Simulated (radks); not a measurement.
All-electron atom: Tc3+ in [Kr] 4d3.75 4f0.25 (fractional occupations, a model configuration).

Calculated with a radial shooting solver on a logarithmic mesh with Libxc functionals: Dirac Kohn-Sham, LDA (Slater exchange, Perdew-Wang correlation), spin-unpolarised, spherical densities, finite nucleus; open shells fill j = l - 1/2 first; Fermi nuclear charge, rms radius 4.4112 fm.

Energy parts (Ry):
total: -8559.46966
kinetic: 8888.72511
electron-nucleus: -20597.51729
Hartree: 3395.49834
exchange-correlation: -246.17582

Orbitals (lengths in bohr, moments of r in powers of bohr; r(max) is where P^2 peaks):
orbital,occ.,eigenvalue (Ry),r(max)
1s1/2,2,-1533.347,0.02231
2s1/2,2,-220.8604,0.1264
2p1/2,2,-203.9919,0.09815
2p3/2,4,-195.3150,0.1021
3s1/2,2,-40.42455,0.3729
3p1/2,2,-33.93651,0.3596
3p3/2,4,-32.48367,0.3691
3d3/2,4,-20.96001,0.3092
3d5/2,6,-20.68035,0.3120
4s1/2,2,-7.74831,0.9455
4p1/2,2,-5.82435,0.9999
4p3/2,4,-5.59785,1.024
4d3/2,3.75,-2.72080,1.225
4d5/2,0,-2.69449,1.235
5s1/2,0,-2.12705,2.350
5p1/2,0,-1.66803,2.674
5p3/2,0,-1.63308,2.732
4f5/2,0.25,-0.80164,3.475
4f7/2,0,-0.80151,3.476

The highest occupied level is 4f5/2 at -10.907 eV. The configuration is held as typed, so some empty levels lie below it. The density falls to 0.001 e/bohr^3 at r = 3.41 bohr. The electron density at the nucleus is 9.971e+04 e/bohr^3. Summed over all electrons, <r^2> = 29.85 bohr^2, which gives a Langevin (diamagnetic) susceptibility term of -23.6 x 10^-6 cm^3/mol.

Run on one thread of a shared host, so times are rough (Arm Neoverse V2): 0.12 s of CPU time, 0.12 s wall, 14 iterations on 2213 mesh points.
